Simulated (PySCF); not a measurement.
## MSe for M along the chalcogens

CCSD(T) with triple-zeta basis sets in PySCF, for the lowest determinant that a PBE0 search found; no spin–orbit coupling. De refers to high-spin ground-configuration atoms.

| M | basis | reference, frozen orbitals | state (unpaired electrons) | Re (Å) | ωe (cm⁻¹) | De (eV) |
| --- | --- | --- | --- | --- | --- | --- |
| O | def2-TZVPP | ROHF, 10 | triplet (π ↑↑) | 1.648 | 924 | 4.31 |
| Se | def2-TZVPP | UHF, 18 | triplet (π ↑↑) | 2.178 | 392 | 3.38 |
| Te | x2c-TZVPPall | UHF, 27 | triplet (π ↑↑) | 2.366 | 319 | 3.01 |

(1) The row for M = S is missing. Estimate Re, ωe and De as the mean of the rows for O and Se, and compare with the calculation.

The rows differ in basis set, which adds steps of its own.

Correlated steps freeze the inner cores (10 to 27 orbitals); shallow outer-core shells are correlated. UHF and ROHF references stand side by side, which adds small steps between rows. These are scalar-relativistic numbers at best; spin–orbit coupling would shift them, the dissociation energy most. States were picked by a PBE0 search and need not be the measured ground states.

Results:

(1) The means are 1.913 Å, 658 cm⁻¹ and 3.84 eV. ROHF-CCSD(T) in def2-TZVPP gives SeS as a triplet (π ↑↑) with Re = 2.046 Å, ωe = 555 cm⁻¹, De = 3.70 eV, so the estimate is off by -13.3 pm, +19 % and +0.15 eV.
